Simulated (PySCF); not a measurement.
PySCF input (TPSSh/def2-TZVPD):

```python
from pyscf import gto, scf, dft

mol = gto.M(
    atom='''
    Si    0.08349080   -0.10035628    0.02911092
    Cl   -1.09118665   -0.50522295    1.66789906
    O    -0.44474900    1.27060465   -0.66931662
    C    -0.65027480    2.51215516   -0.00727730
    O     1.60152257   -0.00493666    0.58498489
    C     2.75017262    0.13146958   -0.24721214
    O    -0.01106786   -1.27975977   -1.07527584
    C    -1.17160822   -1.61042648   -1.82944395
    H    -0.96778157    3.23889484   -0.75373530
    H    -1.42557269    2.42011615    0.75646893
    H     0.27121595    2.86364886    0.46354872
    H     2.67932137    1.02539408   -0.87233095
    H     2.86815825   -0.74380642   -0.88888605
    H     3.61946654    0.22045348    0.40252965
    H    -1.96386891   -1.98095246   -1.17465209
    H    -1.53764594   -0.74190889   -2.38070638
    H    -0.89737459   -2.39451668   -2.53361220
    ''',
    basis='def2-tzvpd',
    charge=0,
    spin=0,
    verbose=4,
)

mf = dft.RKS(mol, xc='tpssh').density_fit(auxbasis='def2-universal-jkfit')
mf.grids.level = 3
mf.conv_tol = 1e-9
mf.max_cycle = 100
mf.max_memory = 1500
mf.kernel()
if not mf.converged:
    mf = mf.newton()
    mf.kernel(mf.make_rdm1())
mf.analyze()
```

End of the output:

```
Extra cycle  E= -1095.48612557672  delta_E= 7.87e-11  |g|= 2.54e-05  |ddm|= 3.08e-05
converged SCF energy = -1095.48612557672
**** SCF Summaries ****
Total Energy =                       -1095.486125576717996
Nuclear Repulsion Energy =             605.814273891014864
One-electron Energy =                -2714.801483963876763
Two-electron Energy =                 1013.501084496144017
Two-electron Coulomb Energy =         1108.433179018520605
DFT Exchange-Correlation Energy =      -94.932094522376616
HOMO-LUMO gap [eV] =                     7.467167660487217
**** MO energy ****
MO #1   energy= -101.36139908627   occ= 2
MO #2   energy= -66.0418305646042  occ= 2
MO #3   energy= -19.0613484825863  occ= 2
MO #4   energy= -19.0608834259297  occ= 2
MO #5   energy= -19.0597729823338  occ= 2
MO #6   energy= -10.1669168708018  occ= 2
MO #7   energy= -10.166452131293   occ= 2
MO #8   energy= -10.1650752961651  occ= 2
MO #9   energy= -9.36465591855146  occ= 2
MO #10  energy= -7.10967245827971  occ= 2
MO #11  energy= -7.10475092494968  occ= 2
MO #12  energy= -7.10459562601313  occ= 2
MO #13  energy= -5.26392195604421  occ= 2
MO #14  energy= -3.61305414094295  occ= 2
MO #15  energy= -3.61116322124148  occ= 2
MO #16  energy= -3.61092208486267  occ= 2
MO #17  energy= -1.01909763551849  occ= 2
MO #18  energy= -0.99165253811669  occ= 2
MO #19  energy= -0.991184610607382 occ= 2
MO #20  energy= -0.796770801530116 occ= 2
MO #21  energy= -0.688195501927955 occ= 2
MO #22  energy= -0.673633873060213 occ= 2
MO #23  energy= -0.670958097164019 occ= 2
MO #24  energy= -0.525519675718428 occ= 2
MO #25  energy= -0.478950362139896 occ= 2
MO #26  energy= -0.476271270692902 occ= 2
MO #27  energy= -0.454413831433569 occ= 2
MO #28  energy= -0.443592776635416 occ= 2
MO #29  energy= -0.440658745410836 occ= 2
MO #30  energy= -0.432632126463539 occ= 2
MO #31  energy= -0.429130234327947 occ= 2
MO #32  energy= -0.423702844778043 occ= 2
MO #33  energy= -0.391411102780464 occ= 2
MO #34  energy= -0.33133292811242  occ= 2
MO #35  energy= -0.321434928402573 occ= 2
MO #36  energy= -0.314931558712141 occ= 2
MO #37  energy= -0.30676184992554  occ= 2
MO #38  energy= -0.3026838001775   occ= 2
MO #39  energy= -0.292902814609035 occ= 2
MO #40  energy= -0.283585410713923 occ= 2
MO #41  energy= -0.277505549904549 occ= 2
MO #42  energy= -0.00309219753069554 occ= 0
MO #43  energy= 0.013345493122705  occ= 0
MO #44  energy= 0.0160250368778021 occ= 0
MO #45  energy= 0.0209539792994764 occ= 0
MO #46  energy= 0.0355955123767033 occ= 0
MO #47  energy= 0.0445722030707899 occ= 0
MO #48  energy= 0.0457752128020869 occ= 0
MO #49  energy= 0.0557871656473362 occ= 0
MO #50  energy= 0.0597182153714961 occ= 0
MO #51  energy= 0.0623294788906478 occ= 0
MO #52  energy= 0.07292033894463   occ= 0
MO #53  energy= 0.0813317913061352 occ= 0
MO #54  energy= 0.0849020788324598 occ= 0
MO #55  energy= 0.0890103474261897 occ= 0
MO #56  energy= 0.0924231720184135 occ= 0
MO #57  energy= 0.0960237067641755 occ= 0
MO #58  energy= 0.100583883366175  occ= 0
MO #59  energy= 0.102372488235873  occ= 0
MO #60  energy= 0.112219552426366  occ= 0
MO #61  energy= 0.118066032267004  occ= 0
MO #62  energy= 0.122387542197212  occ= 0
MO #63  energy= 0.127336819538231  occ= 0
MO #64  energy= 0.137268192313403  occ= 0
MO #65  energy= 0.142891210854056  occ= 0
MO #66  energy= 0.151467961494249  occ= 0
MO #67  energy= 0.153741711701839  occ= 0
MO #68  energy= 0.15904013542987   occ= 0
MO #69  energy= 0.171125591014853  occ= 0
MO #70  energy= 0.173617925746563  occ= 0
MO #71  energy= 0.180647989368069  occ= 0
MO #72  energy= 0.185461035061964  occ= 0
MO #73  energy= 0.197137225886866  occ= 0
MO #74  energy= 0.202194350465169  occ= 0
MO #75  energy= 0.204084789727496  occ= 0
MO #76  energy= 0.210982447246462  occ= 0
MO #77  energy= 0.21576147328856   occ= 0
MO #78  energy= 0.220580507954895  occ= 0
MO #79  energy= 0.223652304698717  occ= 0
MO #80  energy= 0.230657333217191  occ= 0
MO #81  energy= 0.234068423089435  occ= 0
MO #82  energy= 0.238050468260102  occ= 0
MO #83  energy= 0.239649870962502  occ= 0
MO #84  energy= 0.24502169231663   occ= 0
MO #85  energy= 0.257788426668024  occ= 0
MO #86  energy= 0.258790083112859  occ= 0
MO #87  energy= 0.264524743998597  occ= 0
MO #88  energy= 0.265818002013479  occ= 0
MO #89  energy= 0.271516223011697  occ= 0
MO #90  energy= 0.273895222768989  occ= 0
MO #91  energy= 0.277946262286493  occ= 0
MO #92  energy= 0.285456240428025  occ= 0
MO #93  energy= 0.285881374326605  occ= 0
MO #94  energy= 0.290164985881506  occ= 0
MO #95  energy= 0.292916579200358  occ= 0
MO #96  energy= 0.297776995794132  occ= 0
MO #97  energy= 0.304210367655199  occ= 0
MO #98  energy= 0.310939672234191  occ= 0
MO #99  energy= 0.311575772439135  occ= 0
MO #100 energy= 0.31845935823184   occ= 0
MO #101 energy= 0.33116086162011   occ= 0
MO #102 energy= 0.335546309226596  occ= 0
MO #103 energy= 0.338637274645327  occ= 0
MO #104 energy= 0.345310541395137  occ= 0
MO #105 energy= 0.347228216960574  occ= 0
MO #106 energy= 0.348259325777933  occ= 0
MO #107 energy= 0.353513203759871  occ= 0
[...]
```
